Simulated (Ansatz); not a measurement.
One change: `[OH][W]([OH])([Cl])([Cl])([Cl])[Cl]` becomes `[OH][W]([OH])([F])([Cl])([Cl])[Cl]`.

Ansatz, PBE0-D4/def2-TZVP geometries, multiplicity 1. Each molecule was computed in one conformer, which needn't be the lowest.

Elements past krypton have def2 core potentials.

```json
{"property": "HOMO–LUMO gap (B3LYP/def2-TZVPP) / eV", "`[OH][W]([OH])([Cl])([Cl])([Cl])[Cl]`": "3.51"}
{"property": "size of the dipole moment (B3LYP/def2-TZVPP) / D", "`[OH][W]([OH])([Cl])([Cl])([Cl])[Cl]`": "1.05"}
{"property": "HOMO energy (B3LYP/def2-TZVPP) / eV", "`[OH][W]([OH])([Cl])([Cl])([Cl])[Cl]`": "-8.39"}
{"property": "HOMO energy (PBE/def2-TZVPP) / eV", "`[OH][W]([OH])([Cl])([Cl])([Cl])[Cl]`": "-7.32"}
{"property": "HOMO–LUMO gap (PBE0/def2-TZVPP) / eV", "`[OH][W]([OH])([Cl])([Cl])([Cl])[Cl]`": "3.93"}
{"property": "LUMO energy (ωB97M-V/def2-TZVPP) / eV", "`[OH][W]([OH])([Cl])([Cl])([Cl])[Cl]`": "-2.87"}
```

Task: What does the change do to each property? (Estimate.)

Result: Computed: 
```tsv
property	`[OH][W]([OH])([F])([Cl])([Cl])[Cl]`	shift
HOMO–LUMO gap (B3LYP/def2-TZVPP) / eV	3.98	0.47
size of the dipole moment (B3LYP/def2-TZVPP) / D	2.83	1.78
HOMO energy (B3LYP/def2-TZVPP) / eV	-8.39	0.00
HOMO energy (PBE/def2-TZVPP) / eV	-7.27	0.05
HOMO–LUMO gap (PBE0/def2-TZVPP) / eV	4.42	0.49
LUMO energy (ωB97M-V/def2-TZVPP) / eV	-2.29	0.58
```

Dipoles are sizes alone; their direction can turn.

B3LYP here is the variant with VWN-RPA as its local correlation; programs differ in this.
